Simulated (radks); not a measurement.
Values are calculated unless marked as measured or tabulated.
Q: Species: As XII. Configuration: [Ar] 3d(3/2: 3, 5/2: 1). Code: a radial shooting solver on a logarithmic mesh with Libxc functionals. Model: Dirac Kohn-Sham, BLYP, spin-unpolarised, spherical densities, finite nucleus; Fermi nuclear charge, rms radius 4.0968 fm. Some entries of the table are withheld. Estimate them.

orbital,occ.,eigenvalue (hartree),r(max) (bohr),<r^2> (bohr^2)
1s1/2,2,(1),0.02973,(2)
2s1/2,2,(3),0.1701,0.04821
2p1/2,2,-60.19219,0.1342,0.03728
2p3/2,4,-58.84600,0.1372,0.03873
3s1/2,2,-16.98058,0.5045,0.3569
3p1/2,2,-15.00769,0.4927,(4)
3p3/2,4,-14.78143,0.4998,(5)
3d3/2,3,(6),(7),0.3426
3d5/2,1,(8),(9),0.3453

A: 
(1) 1s1/2 eigenvalue (hartree): -441.8861
(2) 1s1/2 <r^2> (bohr^2): 0.002787
(3) 2s1/2 eigenvalue (hartree): -65.99358
(4) 3p1/2 <r^2> (bohr^2): 0.3579
(5) 3p3/2 <r^2> (bohr^2): 0.3676
(6) 3d3/2 eigenvalue (hartree): -11.47333
(7) 3d3/2 r(max) (bohr): 0.4287
(8) 3d5/2 eigenvalue (hartree): -11.43324
(9) 3d5/2 r(max) (bohr): 0.4307
